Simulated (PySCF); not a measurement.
# B(2+) (boron, charge +2): UHF calculation

Configuration: [He] 2s1, 2S determinant. Computed with PySCF 2.14 in cc-pVDZ-DK (3s2p1d, 14 functions), with the spin-free X2C one-electron Hamiltonian (Gaussian nucleus).

```json
{"Total energy": "-23.378005 hartree", "One-electron energy": "-27.7145 hartree", "Hartree (Coulomb) energy": "7.5559 hartree", "Exchange energy": "-3.2194 hartree", "⟨S²⟩": "0.7500", "⟨L²⟩": "0.000", "Sum of ⟨r⟩": "2.312 bohr", "Sum of ⟨r²⟩": "3.504 bohr²", "Langevin diamagnetic susceptibility": "-2.78 ×10⁻⁶ cm³/mol", "Time after the integrals": "0.03 s of wall time on 1 thread of Neoverse-V2 (shared host)"}
```

```tsv
shell	electrons	mean orbital energy (eV)	rms radius, mean of both spins (bohr)
1s α	1	-240.90	0.377
1s β	1	-239.52	0.377
2s α	1	-37.726	1.79
```
